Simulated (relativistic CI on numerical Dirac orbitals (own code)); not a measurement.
**Hg⁶¹⁺: sensitivity of the levels to the model**

Base calculation: Dirac-Coulomb-Breit CI, orbitals from a KLI potential per configuration, model QED (radiative potential, 1s self-energy scaled to tabulated hydrogen-like ionisation energies), unscaled Slater integrals.

Configurations in the expansion (outside the closed core [Ne]): 3s²3p⁶3d, 3s²3p⁵3d², 3s3p⁶3d², 3s²3p⁶4s, 3s²3p⁶4p, 3s²3p⁶4d, 3s²3p⁵3d4s, 3s²3p⁶4f, 3s²3p⁵3d4p, 3s²3p⁵3d4d, 3s3p⁶3d4s, 3s²3p⁵3d4f, 3p⁶3d²4p, 3s3p⁶3d4p, 3s²3p⁶5s, 3s3p⁶3d4d, 3s²3p⁶5p, 3s3p⁶3d4f, 3s²3p⁶5d, 3s²3p⁶5f, 3s²3p⁶5g, 3p⁶3d³, 3p⁵3d⁴, 3p⁵3d³4s, 3p⁶3d²4s, 3p⁵3d²4s², 3p⁶3d²4d, 3p⁵3d³4d, 3p⁵3d²4s4d. Double excitations out of closed p, d and f shells are left out; levels of such configurations are missing from the list, as are those of other unlisted configurations, and high levels can miss mixing partners. These lack a partner that the ground configuration has and come out too high: 3s²3p⁵3d4p, 3s²3p⁵3d4f.

Variants: (1) configuration mixing switched off. Shifts of the energy above 3s²3p⁶3d ²D3/2, in eV, for the lowest level and the first level of each name with at least 55 % of one term (blank where a level changes its place among those of its configuration and J or its character, or is not in the variant):

```
            Level     Base   Δ(1)
   3s²3p⁶3d ²D3/2     0.00   0.00
   3s²3p⁶3d ²D5/2   111.51  +0.02
 3s²3p⁵3d² ⁴D°1/2   284.20  -1.06
 3s²3p⁵3d² ⁴G°9/2   390.45  -0.90
3s²3p⁵3d² ²H°11/2   402.57  -0.86
 3s²3p⁵3d² ²G°9/2   422.40  -1.01
 3s²3p⁵3d² ²F°5/2   451.42  -0.68
 3s²3p⁵3d² ²P°1/2   458.62  -0.97
3s²3p⁵3d² ⁴G°11/2   501.72  -0.86
   3s3p⁶3d² ⁴F3/2  1035.62  -0.69
   3s3p⁶3d² ⁴F7/2  1143.69  -0.70
   3s3p⁶3d² ⁴P3/2  1155.92  -0.68
   3s3p⁶3d² ²G9/2  1162.04  -0.68
   3s3p⁶3d² ²F5/2  1165.74  -0.79
```

At this charge energies of transitions that change n are usually good to better than 1 %, and those within a shell (Δn = 0) to a few per cent.

Ionisation energy from the two ground configurations alone: base 6508.23 eV. The NIST ASD value (theoretical) is 6508 eV.

LS names give the leading component of a level, which can be under half, so a name can repeat, a term be missing and a line seem to break the LS rules.
